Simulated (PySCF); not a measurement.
## TDDFT excited states: C3H6F3NSi

Species: C3H6F3NSi.
SMILES: `C=N[Si@@H](C)C(F)(F)F`

Theory: TDDFT wB97X-D/def2-SVPD, vertical, gas phase, core orbitals frozen in the response (PySCF). Geometry: GFN2-xTB, one conformer, isolated molecule. Torsions of this conformer, `[CH2:1]=[N:2][Si@@H:3]([CH3:4])[C:5]([F:6])([F:7])[F:8]`: C1–N2–Si3–C4 129°, N2–Si3–C5–F6 60°.

```
state  E (eV)  ν̃ (cm⁻¹)       f  |μ| (D)    main configurations (H = HOMO, L = LUMO)
   S1    3.98      32080  0.0004     0.17                                   H→L (98%)
   S2    6.72      54220   0.033     1.13                                 H→L+1 (91%)
   S3    7.40      59720   0.083     1.72        H-1→L (50%), H→L+2 (30%), H→L+3 (9%)
   S4    7.45      60070   0.185     2.56       H-1→L (46%), H→L+2 (27%), H→L+3 (18%)
   S5    7.80      62930   0.141     2.19       H→L+3 (55%), H→L+2 (16%), H→L+4 (16%)
   S6    7.81      63000   0.042     1.19                                 H-2→L (91%)
   S7    8.47      68350   0.016     0.71  H-1→L+1 (59%), H-1→L+2 (13%), H-1→L+3 (9%)
   S8    8.49      68470   0.063     1.40                     H→L+4 (66%), H→L+7 (9%)
```

Triplets (Tamm–Dancoff): T1 3.44 eV, H→L (96%); T2 5.18 eV, H-3→L (46%), H-1→L (42%); T3 6.37 eV, H→L+1 (76%), H→L+2 (9%).

The lowest singlet lies at 3.98 eV (312 nm, ultraviolet) and is dark (f under 0.0005); its leading configuration is HOMO→LUMO (98%). The most intense listed level is S4 at 7.45 eV (166 nm, f = 0.185), 3.47 eV above S1. S5/S6 lie within about 0.01 eV of each other. Löwdin shares by element: HOMO nitrogen 57%, carbon 16% or more, silicon 10%, hydrogen 6% or more; LUMO carbon 42% or more, nitrogen 32%, silicon 6%, hydrogen 6% or more. The listed states span 4.51 eV, and the widest gap between neighbours is 2.74 eV (S1 to S2). Orbital energies (eV): HOMO-3 -12.60, HOMO-2 -11.61, HOMO-1 -10.88, HOMO -9.33, LUMO 0.48, LUMO+1 1.96, LUMO+2 2.30. Weighted by f, the mean energy of these states is 7.66 eV. No computed singlet lies in the visible range (380 to 750 nm); the lowest, at 312 nm, stands 0.71 eV above its violet end (3.26 eV). Only the lowest 8 singlets were computed, as vertical energies without vibronic structure.
